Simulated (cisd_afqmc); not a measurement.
Input (AFQMC/CISD/cc-pV(D+d)Z; cisd_afqmc is a phaseless AFQMC code with CISD trial states that reads the integrals written by Ansatz): A basis named .json is the Basis Set Exchange file of that set.

Ansatz 0.2 input:
```python
import cisd_afqmc

open("ham.yaml", "w").write("""\
crystal:
  periodic: [false, false, false]
  atoms:
    - {symbol: B, position_ang: [-0.79380753, -0.91178365, 0.14612906]}
    - {symbol: H, position_ang: [-0.38350817, -1.95904315, 0.52571686]}
    - {symbol: H, position_ang: [-1.93900712, -0.72112089, -0.09443477]}
    - {symbol: S, position_ang: [0.41685474, 0.36712545, -0.04326507]}
    - {symbol: H, position_ang: [-0.37812292, 1.36507506, -0.46968621]}
basis:
  gaussian:
    orbitals: cc-pV_D+d_Z.json
magnetization: {spin_polarized: false}
correlation: {method: ccsd, electrons: outside_noble_gas, hamiltonian_folder: ham}
""")
rep = cisd_afqmc.ansatz("ham.yaml")
e_ccsd = rep["correlation"]["coupled_cluster"]["energy"]["hartree"]
out = cisd_afqmc.run("ham", e_ccsd, trial="CISD", walkers=200, populations=8, threads=8, dt=0.005, steps=40, early=24, settle=10, least=32,
    cut=5e-5, rank_cut=2e-4, target=0.0004, seconds=1500, seed=1, memory=17280, gpu=False)
```

Output:

```
orbitals 46, occupied [6], factors 271 of 490, rank of the doubles 109 of 240
E(HF) = -423.981141
E(CCSD) on the cut factors = -424.241385, shift to the whole factors -0.000014
Energy of the trial state on the determinant = -424.241321
  tau behind 7.2 of longer steps, mean of the populations' last blocks
   2.0  -424.25102
   4.0  -424.25063
   6.0  -424.25011
   8.0  -424.25000
blocks 306 (0 outliers left out), error by blocks joined: 1: 0.00014, 2: 0.00017, 4: 0.00022, 8: 0.00027, 16: 0.00033
E(AFQMC/CISD) = -424.25013 +/- 0.00033
```

The error still grows at the longest joins of blocks, or few joins were possible, so the printed bar may be too narrow.
